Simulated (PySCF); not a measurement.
Compound: 2-tert-butylpyridine, C9H13N.
Numbering: `[CH3:1][C:2]([CH3:3])([CH3:4])[c:5]1[cH:6][cH:7][cH:8][cH:9][n:10]1` (hydrogens: H11, H12, H13 on C1; H14, H15, H16 on C3; H17, H18, H19 on C4; H20 on C6; H21 on C7; H22 on C8; H23 on C9)

Computed with PBE0-D3(BJ)/def2-SVP geometry optimisation, gas phase in PySCF 2.14.0.

(1) List the bond lengths, angles and torsions at this level.

Results:

(1) 
| bond | length (pm) |
| --- | --- |
| C1–C2, C2–C3, C2–C4 | 153.3 |
| C2–C5 | 152.8 |
| C5–C6 | 140.5 |
| C6–C7 | 138.9 |
| C7–C8 | 139.4 |
| C8–C9 | 139.1 |
| C9–N10 | 133.1 |
| C5–N10 | 133.2 |
| C1–H11 and 8 like bonds | 110.0 |
| C6–H20 | 109.2 |
| C7–H21 | 109.3 |
| C8–H22 | 109.2 |
| C9–H23 | 109.7 |

Bonds in one row agree within 1 pm and their mean is given. A selection of angles:
| angle | degrees |
| --- | --- |
| C1–C2–C3 | 109.2 |
| C1–C2–C5 | 109.1 |
| C3–C2–C5 | 110.5 |
| C2–C5–C6 | 120.8 |
| C2–C5–N10 | 118.0 |
| C6–C5–N10 | 121.2 |
| C5–C6–C7 | 119.4 |
| C6–C7–C8 | 118.9 |
| C7–C8–C9 | 117.6 |
| C8–C9–N10 | 123.6 |
| C5–N10–C9 | 119.3 |

Torsions: C1–C2–C5–C6 60° (synclinal).

The 6-membered ring C5–C6–C7–C8–C9–N10 has internal angles of 117.6° to 123.6°; it is planar, 0.00 Å rms from its mean plane, widest ring torsion 0°. The 8 C–C bonds span 1.389 Å (C6–C7, aromatic) to 1.536 Å (C1–C2, drawn single), a spread of 0.147 Å. Of the pairs four or more bonds apart, N10···H16 is among the closest relative to their van der Waals radii: 2.63 Å, 96 % of the sum of Bondi's values.

Point group: Cs (tolerance 0.08 Å). PBE0-D3(BJ)/def2-SVP frequencies: not computed here.
